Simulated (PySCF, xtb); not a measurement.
C7H7, SMILES c1cc(C)cc[c]1 (connectivity only; charge and spin as stated), charge +1, multiplicity 1.

GFN2-xTB run with xtb at its own geometry gives an orbital gap of 1.63 eV.

Geometry: PBE0-D3(BJ)/def2-SVP. The spin state was assumed, not searched. The isomer is the one that the SMILES or the coordinates give; other isomers of the formula were not compared.

### Question
What does CAM-B3LYP/def2-TZVP (PySCF) give? (An estimate is asked for; the answer gives what the named calculation found.)

### Answer
gap 6.16 eV (levels -14.09 and -7.92 eV).
